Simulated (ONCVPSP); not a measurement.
# Reading a pseudo-wave (Al (Z = 13))

Columns: radius, all-electron u(r) and pseudo u(r) of the 3p shell (level -2.79 eV) of aluminium in the configuration [Ne] 3s2 3p1; LDA (Perdew-Zunger), scalar-relativistic, ONCV scheme, ONCVPSP 4.0.1.

```tsv
r (bohr)	all-electron	pseudo
0.100	-0.0748	0.0023
0.200	-0.1665	0.0093
0.300	-0.2128	0.0207
0.400	-0.2145	0.0365
0.500	-0.1847	0.0565
0.600	-0.1354	0.0802
0.700	-0.0757	0.1073
0.800	-0.0113	0.1373
0.900	0.0536	0.1696
1.000	0.1167	0.2037
1.100	0.1763	0.2388
1.200	0.2317	0.2745
1.300	0.2823	0.3100
1.400	0.3280	0.3446
1.500	0.3688	0.3779
1.600	0.4048	0.4092
1.700	0.4363	0.4380
1.800	0.4633	0.4638
1.900	0.4863	0.4863
2.000	0.5053	0.5053
2.100	0.5208	0.5208
2.200	0.5330	0.5330
2.300	0.5422	0.5422
2.400	0.5486	0.5486
2.500	0.5526	0.5526
2.600	0.5543	0.5543
```

How many radial nodes do the two functions have?

The all-electron 3p function has n − l − 1 = 1; the pseudo-wave has 0, since the states of the same l below it are removed with the core.

At about which radius was the pseudo-wave matched?

2.00 bohr, where the columns begin to agree (steps of 0.10 bohr).

Is the pseudo-wave norm-conserving?

Yes: the ONCV scheme keeps the norm inside the radius equal to the all-electron one, which fixes the energy derivative of the logarithmic derivative at the level.
